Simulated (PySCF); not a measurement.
CH4FGa. Atoms are numbered in the order given.

```xyz
7

Ga    -0.1746    -0.2933     0.0725
H     -0.8757    -1.6346     0.4537
F      1.4388    -0.1443     0.8047
C     -0.7039     1.2392    -1.0335
H     -1.6131     1.6947    -0.6370
H     -0.9145     0.9145    -2.0540
H      0.0914     1.9823    -1.0500
```
Charge 0, spin multiplicity 1.

The structure is a stationary point at B3LYP-D3(BJ)/def2-TZVP.

Level of theory: HF/def2-TZVPD run with PySCF.

The molecule is in vacuum.

The total energy comes out as -2062.98749 hartree, the highest occupied level is -11.52 eV and the lowest empty level is 1.43 eV. The orbital gap comes out as 12.95 eV. The dipole moment is 2.95 D, the quadrupole, principal values (traceless, Buckingham form, about the centre of nuclear charge) is -6.92, -0.57, 7.49 D·Å and the mean static polarisability comes out as 37.5 bohr³ (5.56 Å³). The polarisability, principal values comes out as 31.7, 35.8, 45.0 bohr³.
